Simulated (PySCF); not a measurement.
Computed IR spectrum (relative IR intensity) of a molecule C₄H₉O, multiplicity 2. Geometry: PBE-D3(BJ)/def2-SVP. Other conformers were not sampled. These are PBE-D3(BJ)/def2-SVP run with PySCF values and carry that method's errors. No scaling factor is applied to the harmonic values.

Lines under 2 % of the strongest are left out, and lines within 2 cm⁻¹ are merged.

```
ν (cm⁻¹)  relative intensity
--------  ------------------
108                      3.3
417                      4.3
540                       17
838                      2.7
944                      3.7
971                      5.3
1066                      17
1089                      37
1130                     5.7
1136                      19
1239                     100
1244                     4.7
1308                      73
1354                      80
1378                     6.7
1398                     6.6
1403                     5.8
1421                      15
1427                     4.2
2877                      57
2904                      49
2947                      46
2982                      12
2993                      14
3036                      25
3069                      16
3076                      15
3080                      13
```

Q: Identify the compound among the candidates.
(A) C[CH]OCC
(B) C[CH]COC
(C) CC(C)(C)[O]
(D) C[CH]CCO

A: A, C[CH]OCC
